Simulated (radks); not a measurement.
The zirconium ion Zr3+, configuration [Kr] 4d1. All-electron calculation, non-relativistic Kohn-Sham, LDA (Slater exchange, Perdew-Wang correlation), spin-polarised, spherical densities, point nucleus; open shells are filled with parallel spins first (spin-orbit coupling, left out, can overturn this in heavy ions); relativity is left out, which matters for an element this heavy. Program: a radial shooting solver on a logarithmic mesh with Libxc functionals.

Normalised radial functions P(r) = r R(r), r in bohr:

```
   r/bohr * 4p up (the largest magnitude, 0.952, reaches the edge; | marks zero)
 0.002148                             *
  0.00282                             *
 0.003701                             *
 0.004858                             *
 0.006326                             *
 0.008303                             *
   0.0109                             |*
  0.01419                             |*
  0.01863                             | *
  0.02445                             |  *
  0.03209                             |   *
  0.04179                             |     *
  0.05485                             |      *
    0.072                             |        *
  0.09375                             |        *
   0.1231                             |      *
   0.1615                             | *
    0.212                       *     |
   0.2761                 *           |
   0.3624               *             |
   0.4756                     *       |
   0.6193                             |   *
   0.8129                             |                  *
    1.067                             |                          *
    1.401                             |                         *
    1.824                             |                 *
    2.394                             |        *
    3.142                             |  *
    4.091                             |*
     5.37                             *
```

4p up: eigenvalue -59.298 eV, 2 radial nodes at r = 0.173, 0.570 bohr, <r> = 1.35 bohr, 90 % of the charge inside 2.00 bohr.
